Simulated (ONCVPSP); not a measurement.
Reading a pseudo-wave (lithium (Li))

Columns: radius, all-electron u(r) and pseudo u(r) of the 1s shell (level -52.63 eV) of lithium in the configuration 1s2 2s0.5 2p0.5; PBE, scalar-relativistic, ONCV scheme, ONCVPSP 4.0.1.

| r (bohr) | all-electron | pseudo |
| --- | --- | --- |
| 0.200 | 1.0296 | 0.7890 |
| 0.400 | 1.1724 | 1.1953 |
| 0.600 | 1.0280 | 1.1543 |
| 0.800 | 0.8175 | 0.8898 |
| 1.000 | 0.6191 | 0.6314 |
| 1.200 | 0.4558 | 0.4558 |
| 1.400 | 0.3295 | 0.3295 |
| 1.600 | 0.2350 | 0.2350 |
| 1.800 | 0.1657 | 0.1657 |
| 2.000 | 0.1161 | 0.1161 |
| 2.200 | 0.0811 | 0.0811 |
| 2.400 | 0.0565 | 0.0565 |
| 2.600 | 0.0393 | 0.0393 |
| 2.800 | 0.0272 | 0.0272 |
| 3.000 | 0.0188 | 0.0188 |
| 3.200 | 0.0130 | 0.0130 |
| 3.400 | 0.0090 | 0.0090 |
| 3.600 | 0.0062 | 0.0062 |
| 3.800 | 0.0042 | 0.0042 |
| 4.000 | 0.0029 | 0.0029 |
| 4.200 | 0.0020 | 0.0020 |
| 4.400 | 0.0014 | 0.0014 |
| 4.600 | 0.0009 | 0.0009 |
| 4.800 | 0.0006 | 0.0006 |
| 5.000 | 0.0004 | 0.0004 |
| 5.200 | 0.0003 | 0.0003 |

(1) How many radial nodes do the two functions have?

(2) At about which radius was the pseudo-wave matched?

(3) Is the pseudo-wave norm-conserving?

## Answers

(1) The all-electron 1s function has n − l − 1 = 0; the pseudo-wave has 0.

(2) 1.25 bohr, where the columns begin to agree (steps of 0.20 bohr).

(3) Yes: the ONCV scheme keeps the norm inside the radius equal to the all-electron one, which fixes the energy derivative of the logarithmic derivative at the level.
